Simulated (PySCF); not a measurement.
# Bond curve of KSi⁺

Set-up: basis K aug-pcseg-1, Si aug-pcseg-1; no relativity; PySCF 2.14. Energies in eV from K⁺ + Si in their ground configurations at the same level. State: ³Π (triplet), unpaired electrons σ ↑, π ↑.

All columns are PBE0. A positive dipole points towards Si; it is taken about the centre of mass and depends on that origin.

| R (Å) | E (eV) | μ (D) | Mulliken charge on K (basis-dependent) | HOMO (eV) | LUMO (eV) | Mayer bond order | ⟨S²⟩ |
| --- | --- | --- | --- | --- | --- | --- | --- |
| 3.155 | -0.199 | -4.10 | 0.92 | -10.03 | -7.82 | 0.15 | 2.00 |
| 3.301 | -0.263 | -4.37 | 0.91 | -9.90 | -7.68 | 0.18 | 2.00 |
| 3.448 | -0.297 | -4.66 | 0.91 | -9.77 | -7.55 | 0.19 | 2.00 |
| 3.558 | -0.308 | -4.89 | 0.92 | -9.67 | -7.46 | 0.19 | 2.00 |
| 3.668 | -0.310 | -5.12 | 0.92 | -9.58 | -7.36 | 0.19 | 2.00 |
| 3.778 | -0.306 | -5.37 | 0.93 | -9.49 | -7.27 | 0.18 | 2.00 |
| 3.925 | -0.295 | -5.70 | 0.93 | -9.37 | -7.16 | 0.17 | 2.00 |
| 4.108 | -0.274 | -6.14 | 0.94 | -9.23 | -7.01 | 0.15 | 2.00 |
| 4.328 | -0.245 | -6.68 | 0.95 | -9.07 | -6.85 | 0.12 | 2.00 |
| 4.622 | -0.206 | -7.43 | 0.96 | -8.86 | -6.65 | 0.09 | 2.00 |

A fit through these points gives, at Re = 3.650 Å, μ = -5.08 D and dμ/dR = -2.16 D/Å; the reduced mass is 16.28 u.

Question: How strong is the fundamental in the double-harmonic approximation, I = 42.26·(dμ/dR)²/μred km/mol?

Answer: I = 42.26·(-2.16)²/16.28 = 12.1 km/mol at PBE0.

The bond is weak. Basis-set superposition, not corrected here, can be much of De in a small basis, most of all at correlated wavefunction levels. For an ion De counts to the pair picked by the measured ionisation energies or electron affinities, which need not be the lowest pair at this level. The state is the lowest determinant that a PBE0 search found; another state may lie lower at other levels.
